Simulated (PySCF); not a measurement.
Ge(All)(Me)3, SMILES [CH3][Ge]([CH2]C=C)([CH3])[CH3] (C₆H₁₄Ge), GFN2-xTB optimised geometry.

```
21

C     -2.82    -0.59     2.42
C     -2.04    -1.35     1.69
C     -0.56    -1.27     1.66
Ge     0.10    -0.34     0.00
C     -0.57    -1.29    -1.61
C     -0.59     1.52     0.00
C      2.09    -0.34     0.00
H     -3.90    -0.67     2.39
H     -2.42     0.15     3.10
H     -2.48    -2.09     1.02
H     -0.13    -2.27     1.68
H     -0.19    -0.72     2.53
H     -0.26    -2.33    -1.61
H     -0.19    -0.83    -2.52
H     -1.66    -1.26    -1.65
H     -0.18     2.09     0.83
H     -1.67     1.53     0.09
H     -0.32     2.04    -0.92
H      2.48    -1.36    -0.01
H      2.47     0.16     0.88
H      2.47     0.18    -0.88
```

Density from CAM-B3LYP/def2-SVP run with PySCF at that geometry.

Minimum of the electron density along straight lines between bonded atoms, close to the bond critical point (lines longer than 1.1 times the sum of covalent radii, or with two minima, are not listed):

```json
[
 {"bond": "C1–C2", "length / Å": "1.322", "ρ at the minimum / e bohr⁻³": "0.348", "∇²ρ there / e bohr⁻⁵": "-0.95", "position (fraction from the first atom)": "0.49"},
 {"bond": "C2–C3", "length / Å": "1.482", "ρ at the minimum / e bohr⁻³": "0.263", "∇²ρ there / e bohr⁻⁵": "-0.63", "position (fraction from the first atom)": "0.51"},
 {"bond": "C3–Ge4", "length / Å": "2.015", "ρ at the minimum / e bohr⁻³": "0.117", "∇²ρ there / e bohr⁻⁵": "0.03", "position (fraction from the first atom)": "0.54"},
 {"bond": "Ge4–C5", "length / Å": "1.989", "ρ at the minimum / e bohr⁻³": "0.122", "∇²ρ there / e bohr⁻⁵": "0.04", "position (fraction from the first atom)": "0.47"},
 {"bond": "Ge4–C6", "length / Å": "1.986", "ρ at the minimum / e bohr⁻³": "0.123", "∇²ρ there / e bohr⁻⁵": "0.04", "position (fraction from the first atom)": "0.47"},
 {"bond": "Ge4–C7", "length / Å": "1.992", "ρ at the minimum / e bohr⁻³": "0.121", "∇²ρ there / e bohr⁻⁵": "0.04", "position (fraction from the first atom)": "0.47"},
 {"bond": "C1–H8", "length / Å": "1.077", "ρ at the minimum / e bohr⁻³": "0.282", "∇²ρ there / e bohr⁻⁵": "-1.08", "position (fraction from the first atom)": "0.63"},
 {"bond": "C1–H9", "length / Å": "1.078", "ρ at the minimum / e bohr⁻³": "0.281", "∇²ρ there / e bohr⁻⁵": "-1.07", "position (fraction from the first atom)": "0.63"},
 {"bond": "C2–H10", "length / Å": "1.083", "ρ at the minimum / e bohr⁻³": "0.282", "∇²ρ there / e bohr⁻⁵": "-1.07", "position (fraction from the first atom)": "0.63"},
 {"bond": "C3–H11", "length / Å": "1.090", "ρ at the minimum / e bohr⁻³": "0.272", "∇²ρ there / e bohr⁻⁵": "-0.98", "position (fraction from the first atom)": "0.62"},
 {"bond": "C3–H12", "length / Å": "1.090", "ρ at the minimum / e bohr⁻³": "0.274", "∇²ρ there / e bohr⁻⁵": "-0.99", "position (fraction from the first atom)": "0.63"},
 {"bond": "C5–H13", "length / Å": "1.086", "ρ at the minimum / e bohr⁻³": "0.273", "∇²ρ there / e bohr⁻⁵": "-0.99", "position (fraction from the first atom)": "0.63"},
 {"bond": "C5–H14", "length / Å": "1.086", "ρ at the minimum / e bohr⁻³": "0.273", "∇²ρ there / e bohr⁻⁵": "-0.99", "position (fraction from the first atom)": "0.63"},
 {"bond": "C5–H15", "length / Å": "1.086", "ρ at the minimum / e bohr⁻³": "0.273", "∇²ρ there / e bohr⁻⁵": "-0.99", "position (fraction from the first atom)": "0.63"},
 {"bond": "C6–H16", "length / Å": "1.086", "ρ at the minimum / e bohr⁻³": "0.273", "∇²ρ there / e bohr⁻⁵": "-0.99", "position (fraction from the first atom)": "0.63"},
 {"bond": "C6–H17", "length / Å": "1.086", "ρ at the minimum / e bohr⁻³": "0.274", "∇²ρ there / e bohr⁻⁵": "-1.00", "position (fraction from the first atom)": "0.63"},
 {"bond": "C6–H18", "length / Å": "1.086", "ρ at the minimum / e bohr⁻³": "0.273", "∇²ρ there / e bohr⁻⁵": "-0.99", "position (fraction from the first atom)": "0.63"},
 {"bond": "C7–H19", "length / Å": "1.086", "ρ at the minimum / e bohr⁻³": "0.273", "∇²ρ there / e bohr⁻⁵": "-0.99", "position (fraction from the first atom)": "0.63"},
 {"bond": "C7–H20", "length / Å": "1.086", "ρ at the minimum / e bohr⁻³": "0.273", "∇²ρ there / e bohr⁻⁵": "-0.99", "position (fraction from the first atom)": "0.63"},
 {"bond": "C7–H21", "length / Å": "1.086", "ρ at the minimum / e bohr⁻³": "0.273", "∇²ρ there / e bohr⁻⁵": "-0.99", "position (fraction from the first atom)": "0.63"}
]
```
